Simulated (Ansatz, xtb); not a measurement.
**C7H8: which of two isomers lies lower**

We compare a, `C#C[C@@H]1C[C@H]1C=C`, a singlet, with b, `C#C[C@@H]1C[C@@H]1C=C`, a singlet. Both are isolated molecules in the gas phase, relaxed with PBE0-D3(BJ)/def2-SVP; the shapes shown needn't be the lowest conformers.

a (Å):

```csv
atom,x (Å),y (Å),z (Å)
C,0.1188,2.1992,0.6046
C,0.3335,1.8943,-0.5489
C,0.5830,1.5293,-1.9153
C,-0.5548,1.2517,-2.8589
C,0.2897,0.1065,-2.3828
C,1.2391,-0.5562,-3.2932
C,1.5660,-1.8495,-3.2481
H,-0.0680,2.4704,1.6268
H,1.4739,1.9911,-2.3552
H,-0.4358,1.5792,-3.8950
H,-1.5686,1.3359,-2.4621
H,-0.1603,-0.5402,-1.6239
H,1.6958,0.0866,-4.0572
H,2.2786,-2.2812,-3.9546
H,1.1313,-2.5217,-2.5020
```

b (Å):

```yaml
atoms:
  - { symbol: C, position_ang: [2.1198, -0.9633, -0.9970] }
  - { symbol: C, position_ang: [1.2382, -0.9876, -0.1653] }
  - { symbol: C, position_ang: [0.1950, -1.0098, 0.8230] }
  - { symbol: C, position_ang: [-0.2104, -2.3003, 1.4811] }
  - { symbol: C, position_ang: [-1.1604, -1.6464, 0.5199] }
  - { symbol: C, position_ang: [-1.4263, -2.2467, -0.7990] }
  - { symbol: C, position_ang: [-2.6105, -2.2253, -1.4141] }
  - { symbol: H, position_ang: [2.9013, -0.9378, -1.7332] }
  - { symbol: H, position_ang: [0.1513, -0.1114, 1.4477] }
  - { symbol: H, position_ang: [-0.4488, -2.2753, 2.5470] }
  - { symbol: H, position_ang: [0.2986, -3.2072, 1.1449] }
  - { symbol: H, position_ang: [-2.0118, -1.1216, 0.9641] }
  - { symbol: H, position_ang: [-0.5713, -2.7317, -1.2846] }
  - { symbol: H, position_ang: [-3.4821, -1.7424, -0.9611] }
  - { symbol: H, position_ang: [-2.7504, -2.6891, -2.3933] }
```

Quicker runs give these differences E(b) − E(a): GFN2-xTB +1.65 kJ/mol; HF/STO-3G +1.88 kJ/mol (at GFN2-xTB geometries); r2SCAN-D4/def2-SVP +1.29 kJ/mol (at GFN2-xTB geometries).

Estimate E(b) − E(a) at the level CCSD(T)/def2-SVP + ΔMP2/def2-TZVPP.

CCSD(T)/def2-SVP + ΔMP2/def2-TZVPP gives E(b) − E(a) = +0.85 kJ/mol, slightly favouring structure a, which is too small a margin to settle the true order.

Level by level:

| level | geometry | E(b) − E(a) (kJ/mol) | departure from the last row (kJ/mol) | job, with rough time for the two |
| --- | --- | --- | --- | --- |
| GFN2-xTB | GFN2-xTB | +1.65 | +0.80 | optimisation, 0.3 s |
| HF/STO-3G | GFN2-xTB | +1.88 | +1.03 | single point, 0.46 s |
| r2SCAN-D4/def2-SVP | GFN2-xTB | +1.29 | +0.44 | single point, 6.2 s |
| PBE0-D3(BJ)/def2-SVP | PBE0-D3(BJ)/def2-SVP | +0.93 | +0.07 | optimisation, 44 s |
| HF/def2-SVP | PBE0-D3(BJ)/def2-SVP | +2.64 | +1.79 | part of the CCSD(T) run |
| MP2/def2-SVP | PBE0-D3(BJ)/def2-SVP | +1.00 | +0.15 | part of the CCSD(T) run |
| CCSD(T)/def2-SVP | PBE0-D3(BJ)/def2-SVP | +1.31 | +0.46 | single point |
| CCSD(T)/def2-SVP + ΔMP2/def2-TZVPP | PBE0-D3(BJ)/def2-SVP | +0.85 |  | single point, 1.8 min |

As drawn, both hold the same kinds of bond in the same numbers.

The largest departure from CCSD(T)/def2-SVP + ΔMP2/def2-TZVPP is that of HF/def2-SVP, 1.79 kJ/mol. The last row adds to CCSD(T) the change of the MP2 difference between the two basis sets, here −0.46 kJ/mol.

With thermal terms from frequencies at re-optimised GFN2-xTB minima (ideal gas, soft modes damped towards free rotors, one conformer each, 298.15 K, 1 atm): on the last row, ΔE + ΔZPE = +0.99, ΔH = +0.88, ΔG = +1.16 kJ/mol.

The correlated steps freeze 7 core orbitals. Programs: Ansatz 0.2.0, xtb 6.7.1; the last row on 2 threads of Arm Neoverse V2 on a shared host.
